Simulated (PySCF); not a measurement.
Telling isomers of C7H11N3 apart by NMR

All values are calculated (PySCF): coordinates at the GFN2-xTB level, σ from GIAO-PBE0/pcSseg-1. No relativistic terms, gas phase, single conformer, averaged over atoms made equivalent by symmetry, fast rotation or ring inversion.

Scale: 1H (σref 31.72), 13C (σref 186.93) vs TMS (reference shieldings calculated alike). Where no couplings were computed, multiplicities follow the n + 1 count of equivalent neighbours, and m marks all less simple cases (inequivalent or close neighbours, rings, F or P nearby). Shifts are as computed. Against solution values, carbons near 30 ppm lie about +3 ppm off and those near 130 ppm about +5 ppm. Of 1211 compounds with measured shifts, 218 miss one by over three times the rms of a fit or turn the order of signals round; such compounds aren't used in these exercises. OH and NH positions are gas-phase values without hydrogen bonding to other molecules.

(1) Tabulate the signals of `C=Cc1nn[nH]c1C(C)C`, `C=CCn1cnnc1CC`, `C=Cn1ncnc1C(C)C` and their relative energies.

(2) What is the quickest way to tell C=CCn1cnnc1CC from C=Cn1ncnc1C(C)C?

(3) What is the quickest way to tell C=Cc1nn[nH]c1C(C)C from C=CCn1cnnc1CC?

(4) What is the quickest way to tell C=Cc1nn[nH]c1C(C)C from C=Cn1ncnc1C(C)C?

Results:

(1) 
```json
{"SMILES": "C=Cc1nn[nH]c1C(C)C", "carbon types": "2×C 2×CH 1×CH2 2×CH3", "δC": "145.6, 143.7, 129.6, 122.1, 27.0, 25.9", "δH": "10.74 (br s, 1H), 7.15 (m, 1H), 6.71 (m, 1H), 5.70 (m, 1H), 3.07 (sept, 1H), 1.31 (d, 6H)", "E rel. (kcal/mol)": "14.9"}
{"SMILES": "C=CCn1cnnc1CC", "carbon types": "1×C 2×CH 3×CH2 1×CH3", "δC": "158.7, 145.9, 145.0, 124.6, 50.8, 22.5, 16.7", "δH": "7.69 (s, 1H), 6.04 (m, 1H), 5.67 (m, 1H), 5.51 (m, 1H), 4.58 (d, 2H), 2.92 (q, 2H), 1.25 (t, 3H)", "E rel. (kcal/mol)": "12.1"}
{"SMILES": "C=Cn1ncnc1C(C)C", "carbon types": "1×C 3×CH 1×CH2 2×CH3", "δC": "164.9, 155.0, 132.3, 109.8, 29.2, 23.7", "δH": "7.80 (s, 1H), 7.21 (m, 1H), 6.59 (m, 1H), 5.27 (m, 1H), 2.92 (sept, 1H), 1.40 (d, 6H)", "E rel. (kcal/mol)": "0.0"}
```

Energies are electronic energies at PBE0/pcSseg-1 on these geometries, without zero-point or thermal terms, each for the one conformer computed, which needn't be the lowest.

(2) Count the carbon signals: 7 against 6. The first has an sp3 CH2 on an aromatic ring at 22.5 ppm, the second an sp3 CH on an aromatic ring at 29.2 ppm. Their most deshielded carbons lie at 158.7 and 164.9 ppm.

(3) Count the carbon signals: 6 against 7. The first has an sp3 CH on an aromatic ring at 27.0 ppm, the second an allylic sp3 CH2 bonded to N at 50.8 ppm. Their most deshielded carbons lie at 145.6 and 158.7 ppm. In the proton spectra the most deshielded non-exchanging signals are 7.15 (m, 1H) and 7.69 (s, 1H).

(4) Both give the same number of carbon signals, but DEPT or the intensities differ. The first has a substituted aromatic carbon next to a ring nitrogen (C) at 143.7 ppm, the second an aromatic CH between two ring heteroatoms at 155.0 ppm. Their most deshielded carbons lie at 145.6 and 164.9 ppm. In the proton spectra the most deshielded non-exchanging signals are 7.15 (m, 1H) and 7.80 (s, 1H).
